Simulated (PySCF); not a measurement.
# P- (phosphorus, charge -1) across methods

[Ne] 3s2 3p4, high-spin 3P determinant. All numbers are calculated (PySCF 2.14, scalar relativity by spin-free X2C-1e, in aug-cc-pVDZ-DK).

```tsv
method	E (hartree)	mean ε 3s β (eV)	mean ε 3p α (eV)	mean ε 3p β (eV)	Σ⟨r²⟩ (bohr²)	⟨S²⟩
r2SCAN	-342.0830	-5.657	0.474	1.797	50.12	2.015
UHF	-341.51045	-9.635	-2.811	-0.542	49.47	2.024
PBE	-341.9548	-5.674	0.747	1.895	51.07	2.007
PBE0	-341.9822	-6.898	-0.218	1.114	49.78	2.008
B97-3	-342.0702	-7.066	-0.156	1.097	50.01	2.010
LC-wPBE	-342.0047	-9.740	-2.634	-1.160	48.03	2.008
LDA	-340.8303	-5.928	0.651	1.818	51.70	2.008
M06-L	-342.0938	-5.678	0.616	2.040	49.53	2.028
```

(1) Estimate the same row for TPSS.

The highest occupied level is positive at r2SCAN, PBE, PBE0, TPSS, B97-3, LDA, M06-L: only the finite basis holds that electron, which in a density functional comes from self-interaction.

Results:

(1) E (hartree) = -342.1314; mean ε 3s β (eV) = -5.651; mean ε 3p α (eV) = 0.722; mean ε 3p β (eV) = 1.857; Σ⟨r²⟩ (bohr²) = 50.01; ⟨S²⟩ = 2.006.
